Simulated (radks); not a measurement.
Values are calculated unless marked as measured or tabulated.
Task: Orbital eigenvalues (eV) of neutral iodine, [Kr] 4d10 5s2 5p5, of relativity; Dirac values are averaged over j with weights 2j + 1. Spin-unpolarised spherical Kohn-Sham, PBE, point nucleus unless stated (finite: rms radius 4.75 fm), a radial shooting solver on a logarithmic mesh with Libxc functionals. A level marked "c x" has the speed of light scaled by that factor and shares open shells by 2j + 1; other Dirac levels either fill j = l - 1/2 first or share by 2j + 1.

| shell | non-rel. |
|---|---|
| 1s | -31647 |
| 2s | -4767.9 |
| 2p | -4480.5 |
| 3s | -960.16 |
| 3p | -839.33 |
| 3d | -614.80 |
| 4s | -166.92 |
| 4p | -124.67 |
| 4d | -52.681 |
| 5s | -16.016 |
| 5p | -7.1461 |

Give the values at the level "Dirac, c x 1.25".

Result: 
shell  Dirac, c x 1.25  change of magnitude (%)
1s              -32464                    +2.58
2s             -4967.8                    +4.19
2p             -4540.6                    +1.34
3s             -1001.8                    +4.34
3p             -852.24                    +1.54
3d             -608.77                    -0.98
4s             -175.25                    +4.99
4p             -126.58                    +1.54
4d             -51.121                    -2.96
5s             -16.854                    +5.23
5p             -7.1183                    -0.39
